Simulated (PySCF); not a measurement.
Problem. Write Cartesian coordinates for `C[NH][InH2]` as optimised with PBE0-D3(BJ)/def2-SVP.

Solution. 
```xyz
9
CH6InN angstrom
C     -1.285    0.306    0.252
N     -0.172   -0.563   -0.023
In     1.791   -0.091   -0.187
H     -2.037    0.319   -0.562
H     -0.939    1.344    0.376
H     -1.824    0.039    1.182
H     -0.450   -1.530   -0.157
H      2.828   -1.419   -0.530
H      2.144    1.578    0.045
```

Orientation and origin are arbitrary. Atoms count from 1 in this order. In3 (indium bonded to N and 2 H) is planar (angles 130.7°, 114.8° and 114.5°, sum 360.0°, 0.00 Å off the plane of its three neighbours). N2 (nitrogen bonded to C, In and H) is planar (angles 128.6°, 118.5° and 112.8°, sum 360.0°, 0.01 Å off the plane of its three neighbours).

Bonds between heavy atoms (Å): C1–N2 1.439, N2–In3 2.025.

Method: PBE0-D3(BJ)/def2-SVP geometry optimisation, gas phase, def2 core potentials past Kr in PySCF 2.14.0.

Point group: Cs (every atom within 0.08 Å of its image). PBE0-D3(BJ)/def2-SVP frequencies: not computed here.
